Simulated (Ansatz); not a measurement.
Input for Ansatz (an electronic-structure program): R-CCSD(T)/cc-pV(D+d)Z on CH5BS (SMILES BSC), a point of a torsion scan. Files ending in .json are basis or fitting sets from the Basis Set Exchange.

Ansatz 0.2 input:
```yaml
crystal:
  periodic: [false, false, false]
  atoms:
    - {symbol: B, position_ang: [1.55122868, 0.02887883, 0.21148070]}
    - {symbol: S, position_ang: [0.10900180, 0.67046201, 0.95327204]}
    - {symbol: C, position_ang: [-1.24602250, 0.00135461, -0.08154136]}
    - {symbol: H, position_ang: [1.47192910, -0.65761514, -0.72968199]}
    - {symbol: H, position_ang: [2.57042801, 0.31897289, 0.69839202]}
    - {symbol: H, position_ang: [-1.21700404, -1.08266283, -0.05554819]}
    - {symbol: H, position_ang: [-2.17981371, 0.35990959, 0.33800195]}
    - {symbol: H, position_ang: [-1.13213681, 0.36021090, -1.09884737]}
basis:
  gaussian:
    orbitals: cc-pV_D+d_Z.json
magnetization: {spin_polarized: false}
correlation: {method: ccsd_t, electrons: outside_noble_gas}
scf: {lower_state_search: off}
```

Output:

```
WARN ansatz: RAYON_NUM_THREADS=1 ignored (pool sized by the plan → 1); use --threads N
Functional definition: HF
these checks for a lower state are left out or cut short: stability, starts, cluster_reference, orbital_swaps, neighbouring_geometries, increment
integrals: 0.06 GiB planned
705 factors; integrals over basis functions are off by at most 1.0e-3 eV
mean field: 0.14 GiB planned
mean field evaluation 1: about -12598.0090 eV, gradient 1.7e1 eV
mean field evaluation 2: about -12598.0111 eV, gradient 1.7e1 eV
mean field evaluation 4: about -12599.1614 eV, gradient 1.9e0 eV
mean field evaluation 8: about -12599.1735 eV, gradient 2.0e-4 eV
mean field -12599.17353925 eV, -463.0110875409 hartree, gradient 2.5e-6 eV, S^2 0.000000; 0 other end points of the search recorded, 0 dependent functions left out
7 core orbitals not correlated
reference -12599.17353925 eV, -463.0110875409 hartree; 9, 9 occupied and 60, 60 virtual orbitals, 705 factors
second order -10.03175761 eV of doubles, -0.00000000 eV of singles
coupled cluster: 0.17 GiB planned
cycle   1  -10.90631716 eV  change   -8.7e-1 eV  update   7.9e-2
cycle   2  -11.25542830 eV  change   -3.5e-1 eV  update   2.5e-2
cycle   3  -11.30685812 eV  change   -5.1e-2 eV  update   1.2e-2
cycle   4  -11.30257032 eV  change    4.3e-3 eV  update   5.1e-3
cycle   5  -11.30211156 eV  change    4.6e-4 eV  update   1.9e-3
cycle   6  -11.30179573 eV  change    3.2e-4 eV  update   4.8e-4
cycle   7  -11.30177890 eV  change    1.7e-5 eV  update   1.2e-4
cycle   8  -11.30178230 eV  change   -3.4e-6 eV  update   3.6e-5
cycle   9  -11.30177017 eV  change    1.2e-5 eV  update   9.9e-6
perturbative correction -0.34802017 eV, -0.0127895054 hartree
Total energy: -12610.82332959 eV, -463.4392094395 hartree
Checks for a lower state left out: stability, starts, cluster_reference, orbital_swaps, neighbouring_geometries, increment
```

The run converged.

Cost: around 2.2 core-seconds (rough).
